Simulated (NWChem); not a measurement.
System: C₃H₃NS; SMILES n1ccsc1

The following NWChem deck was run.

```
start job
memory heap 200 mb stack 900 mb global 1100 mb
geometry units angstroms noautoz
  C     -0.681712    -1.242716     0.000000
  C     -1.213640     0.018748     0.000000
  S      0.053201     1.176186     0.000000
  C      1.197701    -0.121656     0.000000
  N      0.680765    -1.310665     0.000000
  H     -1.270149    -2.162221     0.000000
  H     -2.260863     0.316295     0.000000
  H      2.270808     0.084429     0.000000
end
basis spherical
  C library def2-svp
  S library def2-svp
  N library def2-svp
  H library def2-svp
end
dft
  xc xcamb88 1.00 lyp 0.81 vwn_5 0.19 hfexch 1.00
  cam 0.33 cam_alpha 0.19 cam_beta 0.46
  iterations 150
  vectors input atomic output neutral.movecs
end
task dft energy
charge 1
dft
  odft
  mult 2
  vectors input atomic output cation.movecs
end
task dft energy
```

Output (shortened):

```
             Northwest Computational Chemistry Package (NWChem) 7.3.0
             --------------------------------------------------------

 CS  symmetry detected

                             Geometry "geometry" -> ""
                             -------------------------

 Output coordinates in angstroms (scale by  1.889725989 to convert to a.u.)

  No.       Tag          Charge          X              Y              Z
 ---- ---------------- ---------- -------------- -------------- --------------
    1 C                    6.0000    -0.69062485    -1.23557396     0.00000000
    2 C                    6.0000    -1.21740997     0.02804634     0.00000000
    3 S                   16.0000     0.05413524     1.18031437     0.00000000
    4 C                    6.0000     1.19333910    -0.12217888     0.00000000
    5 N                    7.0000     0.67156407    -1.30907233     0.00000000
    6 H                    1.0000    -1.28280249    -2.15267439     0.00000000
    7 H                    1.0000    -2.26341225     0.32985664     0.00000000
    8 H                    1.0000     2.26727667     0.07953320     0.00000000

 Effective nuclear repulsion energy (a.u.)     205.3692258240

      Symmetry information
      --------------------

 Group name             Cs
 Group number              2
 Group order               2
 No. of unique centers     8

                                 NWChem DFT Module
                                 -----------------

 Summary of "ao basis" -> "ao basis" (spherical)
 ------------------------------------------------------------------------------
       Tag                 Description            Shells   Functions and Types
 ---------------- ------------------------------  ------  ---------------------
 C                          def2-svp                 6       14   3s2p1d
 S                          def2-svp                 8       18   4s3p1d
 N                          def2-svp                 6       14   3s2p1d
 H                          def2-svp                 3        5   2s1p

      Symmetry analysis of basis
      --------------------------

        a'         65
        a"         24

            General Information
            -------------------
          SCF calculation type: DFT
          Wavefunction type:  closed shell.
          No. of atoms     :     8
          No. of electrons :    44
           Alpha electrons :    22
            Beta electrons :    22
          Charge           :     0
          Spin multiplicity:     1
          Use of symmetry is: on ; symmetry adaption is: on
          Maximum number of iterations: 150
          AO basis - number of functions:    89
                     number of shells:    41
          Convergence on energy requested:  1.00D-06
          Convergence on density requested:  1.00D-05
          Convergence on gradient requested:  5.00D-04

              XC Information
              --------------
                     Hartree-Fock (Exact) Exchange  1.000
                   CAM-Becke88 Exchange Functional  1.000
                      VWN V Correlation Functional  0.190 local
              Lee-Yang-Parr Correlation Functional  0.810

           Range-Separation Parameters
           ---------------------------
           Alpha           :  0.19
           Beta            :  0.46
           Gamma           :  0.33
           Short-Range HF  :     F

             Grid Information
             ----------------
          Grid used for XC integration:  medium
          Radial quadrature: Mura-Knowles
          Angular quadrature: Lebedev.
          Tag              B.-S. Rad. Rad. Pts. Rad. Cut. Ang. Pts.
          ---              ---------- --------- --------- ---------
          C                   0.70       49          10.0       434
          S                   1.00       88          10.0       590
          N                   0.65       49          10.0       434
          H                   0.35       45          11.0       434
          Grid pruning is: on
          Number of quadrature shells:   419
          Spatial weights used:  Erf1

      Superposition of Atomic Density Guess
      -------------------------------------

 Sum of atomic energies:        -565.96376866

      Non-variational initial energy
      ------------------------------

 Total energy =    -568.996552
 1-e energy   =   -1183.922380
 2-e energy   =     409.556602
 HOMO         =      -0.256042
 LUMO         =       0.004602

      Symmetry analysis of molecular orbitals - initial
      -------------------------------------------------

  Numbering of irreducible representations:

     1 a'          2 a"

  Orbital symmetries:

     1 a'          2 a'          3 a'          4 a'          5 a'
     6 a'          7 a'          8 a'          9 a"         10 a'
    11 a'         12 a'         13 a'         14 a'         15 a'
    16 a"         17 a'         18 a'         19 a'         20 a"
    21 a'         22 a"         23 a"         24 a"         25 a'
    26 a'         27 a'         28 a'         29 a'         30 a'
    31 a'         32 a'

   convergence    iter        energy       DeltaE   RMS-Dens  Diis-err
 ---------------- ----- ----------------- --------- --------- ---------
 d= 0,ls=0.0,diis     1   -568.6393671235 -7.74D+02  1.09D-02  5.80D-01
 d= 0,ls=0.0,diis     2   -568.6555886959 -1.62D-02  6.41D-03  5.15D-01
 d= 0,ls=0.0,diis     3   -568.7085700712 -5.30D-02  1.78D-03  4.96D-02
 d= 0,ls=0.0,diis     4   -568.7139966555 -5.43D-03  5.52D-04  2.95D-03
 d= 0,ls=0.0,diis     5   -568.7143699164 -3.73D-04  2.07D-04  2.06D-04
  Resetting Diis
 d= 0,ls=0.0,diis     6   -568.7143984606 -2.85D-05  8.50D-05  3.82D-05
 d= 0,ls=0.0,diis     7   -568.7144045774 -6.12D-06  3.81D-05  4.31D-06
 d= 0,ls=0.0,diis     8   -568.7144044008  1.77D-07  2.02D-05  6.39D-06
 d= 0,ls=0.0,diis     9   -568.7144052749 -8.74D-07  5.47D-06  8.11D-08

         Total DFT energy =     -568.714405274943
      One electron energy =    -1186.661773106230
           Coulomb energy =      462.447930416585
    Exchange-Corr. energy =      -49.869788409289
 Nuclear repulsion energy =      205.369225823991

 Numeric. integr. density =       44.000003387613

                  Occupations of the irreducible representations
                  ----------------------------------------------

                     irrep           alpha         beta
                     --------     --------     --------
                     a'               18.0         18.0
                     a"                4.0          4.0

                       DFT Final Molecular Orbital Analysis
                       ------------------------------------

 Vector   20  Occ=2.000000D+00  E=-3.488125D-01  Symmetry=a"
              MO Center=  8.8D-02,  1.6D-01,  5.0D-14, r^2= 2.7D+00
   Bfn.  Coefficient  Atom+Function         Bfn.  Coefficient  Atom+Function
  ----- ------------  ---------------      ----- ------------  ---------------
    41      0.458462  3 S  pz                38      0.345916  3 S  pz
    66      0.346563  5 N  pz                69     -0.241793  5 N  pz
    20      0.200028  2 C  pz                35      0.193541  3 S  pz
    23      0.159477  2 C  pz                52     -0.135349  4 C  pz
     6     -0.096914  1 C  pz                55     -0.090800  4 C  pz

 Vector   21  Occ=2.000000D+00  E=-3.390562D-01  Symmetry=a'
              MO Center=  6.2D-01, -1.0D+00,  1.0D-15, r^2= 2.2D+00
   Bfn.  Coefficient  Atom+Function         Bfn.  Coefficient  Atom+Function
  ----- ------------  ---------------      ----- ------------  ---------------
    65      0.427310  5 N  py                68     -0.299933  5 N  py
    64     -0.267887  5 N  px                40     -0.235664  3 S  py
    63      0.223621  5 N  s                 62      0.201569  5 N  s
    67      0.196393  5 N  px                37     -0.173882  3 S  py
    51      0.148678  4 C  py                39      0.145173  3 S  px

 Vector   22  Occ=2.000000D+00  E=-3.133587D-01  Symmetry=a"
              MO Center= -2.5D-01, -2.6D-01,  1.5D-15, r^2= 2.6D+00
   Bfn.  Coefficient  Atom+Function         Bfn.  Coefficient  Atom+Function
  ----- ------------  ---------------      ----- ------------  ---------------
     6      0.348607  1 C  pz                20      0.339662  2 C  pz
    52     -0.313096  4 C  pz                23      0.255684  2 C  pz
    41     -0.245330  3 S  pz                55     -0.244645  4 C  pz
     9      0.230445  1 C  pz                38     -0.173178  3 S  pz
    35     -0.096667  3 S  pz                66      0.055560  5 N  pz

 Vector   23  Occ=0.000000D+00  E= 1.732983D-02  Symmetry=a"
              MO Center=  1.1D-01, -1.2D-04,  3.4D-15, r^2= 3.1D+00
   Bfn.  Coefficient  Atom+Function         Bfn.  Coefficient  Atom+Function
  ----- ------------  ---------------      ----- ------------  ---------------
    41      0.504808  3 S  pz                55     -0.473958  4 C  pz
    23     -0.455642  2 C  pz                52     -0.392057  4 C  pz
    20     -0.339010  2 C  pz                 9      0.275423  1 C  pz
    69      0.249256  5 N  pz                38      0.225450  3 S  pz
    66     -0.216455  5 N  pz                 6      0.190708  1 C  pz

 Vector   24  Occ=0.000000D+00  E= 8.882578D-02  Symmetry=a'
              MO Center=  1.4D-01,  8.0D-01, -5.9D-16, r^2= 3.4D+00
   Bfn.  Coefficient  Atom+Function         Bfn.  Coefficient  Atom+Function
  ----- ------------  ---------------      ----- ------------  ---------------
    49      1.103281  4 C  s                 39     -1.046199  3 S  px
    17     -0.994632  2 C  s                 86     -0.584326  8 H  s
     3      0.421992  1 C  s                 76     -0.352696  6 H  s
    21     -0.278572  2 C  px                48      0.268026  4 C  s
    81      0.263281  7 H  s                 36     -0.246114  3 S  px

 Vector   25  Occ=0.000000D+00  E= 9.798097D-02  Symmetry=a"
              MO Center= -1.4D-01, -8.3D-01,  2.0D-15, r^2= 2.7D+00
   Bfn.  Coefficient  Atom+Function         Bfn.  Coefficient  Atom+Function
  ----- ------------  ---------------      ----- ------------  ---------------
     9      0.652863  1 C  pz                69     -0.558588  5 N  pz
    23     -0.463771  2 C  pz                 6      0.410823  1 C  pz
    66      0.399890  5 N  pz                55      0.363485  4 C  pz
    20     -0.237572  2 C  pz                52      0.203432  4 C  pz
    45     -0.100914  3 S  d  1              57      0.033149  4 C  d -1

     Multipole analysis of the density
     ---------------------------------

     L   x y z        total         alpha         beta         nuclear
     -   - - -        -----         -----         ----         -------
     0   0 0 0     -0.000000    -22.000000    -22.000000     44.000000

     1   1 0 0     -0.351837     -0.175919     -0.175919     -0.000000
     1   0 1 0      0.528533      0.264267      0.264267     -0.000000
     1   0 0 1      0.000000      0.000000      0.000000      0.000000

     2   2 0 0    -23.072384    -74.764897    -74.764897    126.457409
     2   1 1 0      2.150842     -0.895597     -0.895597      3.942035
     2   1 0 1     -0.000000     -0.000000     -0.000000      0.000000
     2   0 2 0    -28.184921   -100.314463   -100.314463    172.444004
     2   0 1 1      0.000000      0.000000      0.000000      0.000000
     2   0 0 2    -28.104525    -14.052263    -14.052263      0.000000

                                 NWChem DFT Module
                                 -----------------

      Symmetry analysis of basis
      --------------------------

        a'         65
        a"         24

            General Information
            -------------------
          SCF calculation type: DFT
          Wavefunction type:  spin polarized.
          No. of atoms     :     8
          No. of electrons :    43
           Alpha electrons :    22
            Beta electrons :    21
          Charge           :     1
          Spin multiplicity:     2
          Use of symmetry is: on ; symmetry adaption is: on
          Maximum number of iterations: 150
          This is a Direct SCF calculation.
          AO basis - number of functions:    89
                     number of shells:    41
          Convergence on energy requested:  1.00D-06
          Convergence on density requested:  1.00D-05
          Convergence on gradient requested:  5.00D-04

              XC Information
              --------------
                     Hartree-Fock (Exact) Exchange  1.000
                   CAM-Becke88 Exchange Functional  1.000
                      VWN V Correlation Functional  0.190 local
              Lee-Yang-Parr Correlation Functional  0.810

           Range-Separation Parameters
           ---------------------------
           Alpha           :  0.19
           Beta            :  0.46
           Gamma           :  0.33
           Short-Range HF  :     F

             Grid Information
             ----------------
          Grid used for XC integration:  medium
          Radial quadrature: Mura-Knowles
          Angular quadrature: Lebedev.
          Tag              B.-S. Rad. Rad. Pts. Rad. Cut. Ang. Pts.
          ---              ---------- --------- --------- ---------
          C                   0.70       49          10.0       434
          S                   1.00       88          10.0       590
          N                   0.65       49          10.0       434
          H                   0.35       45          11.0       434
          Grid pruning is: on
          Number of quadrature shells:   419
          Spatial weights used:  Erf1

      Superposition of Atomic Density Guess
      -------------------------------------

 Sum of atomic energies:        -565.96376866

 Renormalizing density from      44.00 to     43

      Non-variational initial energy
      ------------------------------

 Total energy =    -560.493887
 1-e energy   =   -1157.015053
 2-e energy   =     391.151940
 HOMO         =      -0.563264
 LUMO         =      -0.307699

   Symmetry analysis of molecular orbitals - initial alpha
   -------------------------------------------------------

  Numbering of irreducible representations:

     1 a'          2 a"

  Orbital symmetries:

     1 a'          2 a'          3 a'          4 a'          5 a'
     6 a'          7 a'          8 a'          9 a"         10 a'
    11 a'         12 a'         13 a'         14 a'         15 a'
    16 a"         17 a'         18 a'         19 a'         20 a"
    21 a'         22 a"         23 a"         24 a"         25 a'
    26 a'         27 a'         28 a'         29 a'         30 a'
    31 a'         32 a'

   Symmetry analysis of molecular orbitals - initial beta
   ------------------------------------------------------

  Numbering of irreducible representations:

     1 a'          2 a"

  Orbital symmetries:

     1 a'          2 a'          3 a'          4 a'          5 a'
     6 a'          7 a'          8 a'          9 a"         10 a'
    11 a'         12 a'         13 a'         14 a'         15 a'
    16 a"         17 a'         18 a'         19 a'         20 a"
    21 a'         22 a"         23 a"         24 a"         25 a'
    26 a'         27 a'         28 a'         29 a'         30 a'
    31 a'         32 a'

[...]
```

Level: CAM-B3LYP/def2-SVP, vertical spin-unrestricted ions. Structure relaxed at the PBE0/def2-SVP level.
